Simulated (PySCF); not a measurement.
## Excitation energy of F⁺ by level of theory

F⁺ [He] 2s2 2p4 (3P) → F⁺ [He] 2s2 2p3 3d1 (5D), as a difference of total energies. Computed with PySCF 2.14 in aug-cc-pCVQZ-DK, with the spin-free X2C one-electron Hamiltonian (Gaussian nucleus). Correlated levels: valence: 1s2 frozen; valence and next inner shell: nothing frozen. The calculations carry no spin-orbit coupling.

```json
{"method": "UHF", "excitation energy (eV)": "30.885"}
{"method": "LDA", "excitation energy (eV)": "31.554"}
{"method": "PBE", "excitation energy (eV)": "31.490"}
{"method": "PBE0", "excitation energy (eV)": "31.609"}
{"method": "r2SCAN", "excitation energy (eV)": "31.668"}
{"method": "BLYP", "excitation energy (eV)": "31.615"}
{"method": "HSE06", "excitation energy (eV)": "31.632"}
{"method": "M06-2X", "excitation energy (eV)": "31.747"}
{"method": "MP2 (valence)", "excitation energy (eV)": "31.996"}
{"method": "SCS-MP2 (valence)", "excitation energy (eV)": "32.212"}
{"method": "MP2 (valence and next inner shell)", "excitation energy (eV)": "32.028"}
{"method": "SCS-MP2 (valence and next inner shell)", "excitation energy (eV)": "32.230"}
```

**Question.** How much does correlation contribute at MP2 (valence and next inner shell)?

**Answer.** 32.028 − (30.885) = 1.143 eV, measured against UHF.

A first-order spin-orbit estimate (lowest level to lowest level, LS coupling) adds 0.020 eV.

The promoted electron is Rydberg-like, and one or two diffuse shells describe it only roughly, which tends to raise the upper state.
